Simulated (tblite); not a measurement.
Compound: CH6ClFSi2.
Geometry (GFN2-xTB, Å), atoms numbered from 1 in this order:
```
atom  x, y, z in Å
F1     0.405   -1.867    1.128
Si2    0.159   -0.856   -0.120
Si3   -1.802    0.325    0.174
C4     1.701    0.277   -0.045
Cl5    1.546    1.566   -1.276
H6     0.333   -1.754   -1.259
H7    -2.870   -0.542    0.682
H8    -2.260    0.893   -1.095
H9    -1.647    1.429    1.128
H10    2.631   -0.246   -0.259
H11    1.809    0.779    0.915
```

Computed values, GFN2-xTB/tblite, gas phase, harmonic and unscaled. This tight-binding method is rough: wavenumbers can miss measured ones by several per cent, in bad cases by 10 to 20. Modes of hydrogen on silicon can be 10 to 20 % off. One conformer, not necessarily the lowest.

Harmonic wavenumbers (cm⁻¹): 25.6, 37.9, 86.1, 152.3, 172.3, 219.0, 438.9, 457.6, 473.3, 606.2, 660.0, 668.1, 736.0, 759.2, 776.2, 792.1, 795.5, 800.7, 1083.1, 1185.3, 1434.4, 2226.4, 2242.2, 2262.2, 2271.4, 2983.4, 2988.1.

A = 2812, B = 1512, C = 1052 MHz; mass 127.968 u (most abundant isotopes); point group C1, symmetry number 1.

**Question.** Zero-point energy?

**Answer.** ½Σν̃ = 13667 cm⁻¹ = 39.08 kcal/mol.

**Question.** Give the ideal-gas entropy at 500 K and 1 bar in the rigid-rotor, harmonic-oscillator model (classical rotation).

**Answer.** Translation 43.05, rotation 30.21, vibration 41.62: S = 114.9 cal/(mol K).

**Question.** And Cp and H(500 K) − H(0)?

**Answer.** Cp = 40.28 cal/(mol K), of which vibrations give 32.33 (their classical limit is 27 R = 53.7); H(500 K) − H(0) = 13.45 kcal/mol without the zero-point energy, 9.48 from vibrations.

**Question.** Which modes carry the vibrational entropy at 500 K?

**Answer.** 25.6 cm⁻¹: 7.17; 37.9 cm⁻¹: 6.39; 86.1 cm⁻¹: 4.77; 152.3 cm⁻¹: 3.64; 172.3 cm⁻¹: 3.40; 219.0 cm⁻¹: 2.94 cal/(mol K); the other 21 give 13.31 together.

**Question.** What must be added to the electronic energy to get the Gibbs energy at 500 K and 1 bar?

**Answer.** ZPE + [H(500 K) − H(0)] − T·S = 39.08 + 13.45 − 57.44 = -4.91 kcal/mol.

**Question.** Blend soft modes into free rotors: weight 1/[1 + (100 cm⁻¹/ν̃)⁴] for the oscillator and the rest for a rotor with moment μB/(μ + B), μ = h/(8π²ν), B = 10⁻⁴⁴ kg m². What vibrational entropy results?

**Answer.** 36.18 cal/(mol K) in place of 41.62, which changes −T·S at 500 K by +2.72 kcal/mol.

Hindered rotation and anharmonicity are outside this model. Other conformers, if any are populated, would add a mixing term that is left out. The structure is chiral; the term R ln 2 for an equal mix with its mirror image is left out.
